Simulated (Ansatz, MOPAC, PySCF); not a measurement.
Molecule: C2H4BO2, charge 0, multiplicity 2. SMILES: C=CB([O])O
Geometry: optimised at B3LYP-D3(BJ)/def2-TZVP (Ansatz, a program for electronic structure).

Unscaled harmonic wavenumbers (cm⁻¹) in rising order, each level at the stationary point that it reaches from this structure (no distance between atoms moves by over 0.3 Å); the order of modes can differ between levels, and a negative number is imaginary. B3LYP-D3(BJ)/def2-TZVP (PySCF, at the structure above): 64, 213, 305, 417, 482, 494, 696, 753, 1007, 1011, 1038, 1040, 1191, 1305, 1344, 1442, 1656, 3124, 3162, 3209, 3822.

AM1 (MOPAC): 41, 217, 372, 415, 500, 503, 709, 922, 955, 1035, 1072, 1244, 1325, 1390, 1502, 1579, 1870, 3159, 3196, 3201, 3492. Zero-point energy 41.0 against 39.7 kcal/mol; where all levels lie over 400 cm⁻¹, the wavenumbers are on average 1.053 times those of B3LYP-D3(BJ)/def2-TZVP.

HF/3-21G (Ansatz): 114, 227, 387, 447, 528, 532, 776, 810, 1031, 1142, 1155, 1170, 1345, 1404, 1498, 1587, 1703, 3307, 3320, 3394, 3935. Zero-point energy 42.6 against 39.7 kcal/mol; where all levels lie over 400 cm⁻¹, the wavenumbers are on average 1.082 times those of B3LYP-D3(BJ)/def2-TZVP.

HF/6-31G* (Ansatz): 99, 221, 394, 446, 522, 522, 769, 806, 1083, 1118, 1118, 1126, 1337, 1373, 1480, 1563, 1700, 3320, 3331, 3411, 4121. Zero-point energy 42.7 against 39.7 kcal/mol; where all levels lie over 400 cm⁻¹, the wavenumbers are on average 1.076 times those of B3LYP-D3(BJ)/def2-TZVP.

B3LYP/6-31G* (Ansatz): 55, 211, 308, 414, 481, 498, 684, 757, 994, 1023, 1045, 1050, 1205, 1308, 1360, 1457, 1678, 3146, 3176, 3232, 3773. Zero-point energy 39.8 against 39.7 kcal/mol; where all levels lie over 400 cm⁻¹, the wavenumbers are on average 1.003 times those of B3LYP-D3(BJ)/def2-TZVP.
